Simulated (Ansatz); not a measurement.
```yaml
crystal:
  periodic: [false, false, false]
  atoms:
    - {symbol: Ge, position_ang: [-0.299402, 1.370288, -1.825320]}
    - {symbol: Ge, position_ang: [1.351990, -1.527079, 1.076082]}
    - {symbol: Ge, position_ang: [-0.374720, -0.246924, -0.031684]}
    - {symbol: H, position_ang: [-1.485348, -1.307329, -0.460845]}
    - {symbol: H, position_ang: [0.236179, 2.665547, -1.063031]}
    - {symbol: H, position_ang: [1.995580, -0.423477, 2.031926]}
    - {symbol: H, position_ang: [0.428720, -2.270833, 2.146498]}
    - {symbol: H, position_ang: [-1.853007, 1.739807, -1.873627]}
basis:
  gaussian: {orbitals: def2-mTZVPP, final_grid: {core_spheres: 8, valence_spheres: 7, degree: 23}}
total_charge: -1
hamiltonian: {xc: {name: wB97X-D}}
accuracy: high
scf: {omitted_lower_state_checks: [starts]}
```

```sh
$ ansatz run in.yaml --threads 4 --pin off --events-out ev --progress --plain --max-ram 3916MiB
```

Output, abridged:

```
Error: YAML parse error: error: line 15 column 19: hamiltonian.xc: no functional is named "wB97X-D"; the names, which are not case-sensitive, are SVWN5, SPW92, PBE, PBE0, PBEsol, revPBE, revPBE0, RPBE, rPW86-PBE, HSE06, wPBEh, LC-wPBE, HISS, HF, BLYP, B3LYP, B3LYP5, BHLYP, CAM-B3LYP, r2SCAN, r2SCANh, r2SCAN0, r2SCAN50, m-r2SCAN, B97, wB97, wB97X, wB97X-V, B97M-V, wB97M-V, B2PLYP, B2GP-PLYP, PBE0-DH, PBE-QIDH
13 |   gaussian: {orbitals: def2-mTZVPP, final_grid: {core_spheres: 8, valence_spheres: …
14 | total_charge: -1
15 | hamiltonian: {xc: {name: wB97X-D}}
16 | accuracy: high
17 | scf: {omitted_lower_state_checks: [starts]}
```

In this input the method's name isn't one that the program takes here. The program refused the input.
